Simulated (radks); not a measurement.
All-electron atom: Rh III in [Kr] 4d7. Calculated with a radial shooting solver on a logarithmic mesh with Libxc functionals: Dirac Kohn-Sham, OLYP, spin-unpolarised, spherical densities, point nucleus; open shells fill j = l - 1/2 first.

Unscreened Slater integrals over Kohn-Sham orbitals (eV). Large and small components are both included. Empty in this configuration: 5s1/2.

integral,value
"F0(4d5/2,4d5/2)",17.128
"F2(4d5/2,4d5/2)",8.5195
"F4(4d5/2,4d5/2)",5.5545
"F0(4d5/2,4d3/2)",17.222
"F2(4d5/2,4d3/2)",8.5670
"G2(4d5/2,4d3/2)",8.5633
"G4(4d5/2,4d3/2)",5.5842
"F0(4d5/2,4p3/2)",19.340
"F2(4d5/2,4p3/2)",9.4797
"G1(4d5/2,4p3/2)",11.880
"G3(4d5/2,4p3/2)",7.2483
"F0(4d5/2,4p1/2)",19.530
"G3(4d5/2,4p1/2)",7.1729
"F0(4d5/2,5s1/2)",10.794
"G2(4d5/2,5s1/2)",1.9342
"F0(4d3/2,4d3/2)",17.317
"F2(4d3/2,4d3/2)",8.6166
"F0(4d3/2,4p3/2)",19.475
"F2(4d3/2,4p3/2)",9.5799
"G1(4d3/2,4p3/2)",12.037
"G3(4d3/2,4p3/2)",7.3467
"F0(4d3/2,4p1/2)",19.669
"G1(4d3/2,4p1/2)",11.940
"F0(4d3/2,5s1/2)",10.814
"G2(4d3/2,5s1/2)",1.8838
"F0(4p3/2,4p3/2)",22.610
"F2(4p3/2,4p3/2)",11.870
"F0(4p3/2,4p1/2)",22.919
"G2(4p3/2,4p1/2)",12.002
"F0(4p3/2,5s1/2)",11.218
"G1(4p3/2,5s1/2)",0.75956
"F0(4p1/2,4p1/2)",23.244
"F0(4p1/2,5s1/2)",11.250
"G1(4p1/2,5s1/2)",0.72273
"F0(5s1/2,5s1/2)",8.9334
